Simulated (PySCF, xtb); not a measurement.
H₇Si₃, SMILES [SiH2][SiH2][SiH3], multiplicity 2.

The structure is a stationary point at PBE0-D3(BJ)/def2-SVP. The isomer is the one that the SMILES or the coordinates give; other isomers of the formula were not compared.

These are IEF-PCM-ωB97X/def2-SVP (PySCF 2.14.0) values and carry that method's errors.

The values are the electrostatic part of the solvation free energy, E(continuum) − E(gas) at the gas-phase geometry, in a cavity of scaled van der Waals radii (PySCF's table); cavitation and dispersion terms are not included. The dipole moment in vacuum is 0.13 D.

### Question
Estimate the values in water (ε = 78.36), 2-propanol (ε = 19.26), methanol (ε = 32.61). (The exact figures need the calculation; the answer reports its results.)

### Answer

```
solvent         ε  ΔG(elec) (kcal/mol)  dipole (D)
----------  -----  -------------------  ----------
water       78.36                 -0.3        0.19
2-propanol  19.26                 -0.2        0.18
methanol    32.61                 -0.3        0.18
```

For comparison, GFN2-xTB/ALPB(water) (xtb, at the GFN2-xTB geometry, all terms of that model) gives 0.1 kcal/mol.
